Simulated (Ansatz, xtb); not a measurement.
## CH2Ge2O: where a starting geometry ends

The starting geometry of this gas-phase singlet was built from a drawn formula by distance geometry; its bonds are those of `[CH]#[Ge][GeH]=[O]`.

```csv
atom,x (Å),y (Å),z (Å)
C,-3.3152,-2.1298,2.4410
Ge,-1.7261,-1.9665,2.6741
Ge,0.5396,-1.6846,3.0303
O,1.7150,-2.1575,2.0522
H,-4.3540,-2.2519,2.2873
H,0.9657,-1.2170,4.3270
```

Question: Predict what it relaxes into with r2SCAN-D4/def2-SVP.

Answer: It rearranges to `[O]=[GeH][CH]=[Ge]`. Distances that change by over a tenth: C1–Ge2 (1.61 → 1.80 Å). Contacts that open: Ge2–Ge3 (2.31 → 3.18 Å). Contacts that close: C1–Ge3 (3.92 → 1.91 Å).

The energy falls by 2.35 eV over 31 steps:

| step | E − E(last) (eV) |
| --- | --- |
| 1 | 2.352 |
| 4 | 2.064 |
| 8 | 1.841 |
| 11 | 1.723 |
| 14 | 1.497 |
| 18 | 0.601 |
| 21 | 0.412 |
| 24 | 0.138 |
| 28 | 0.003 |
| 31 | 0.000 |

Final geometry (Å):

| atom | x (Å) | y (Å) | z (Å) |
| --- | --- | --- | --- |
| C | -1.9491 | -2.2849 | 2.6806 |
| Ge | -2.7072 | -2.7469 | 4.2414 |
| Ge | -0.1963 | -1.5368 | 2.7172 |
| O | 0.6314 | -1.0629 | 1.3748 |
| H | -2.3414 | -2.3629 | 1.6558 |
| H | 0.3876 | -1.4129 | 4.1421 |

From the same start GFN2-xTB reaches the same bonding as this run.

The end wasn't checked by frequencies. Run with Ansatz 0.2.0, 4.5 min on 1 thread of AMD EPYC (Zen 3), with other jobs on the host.
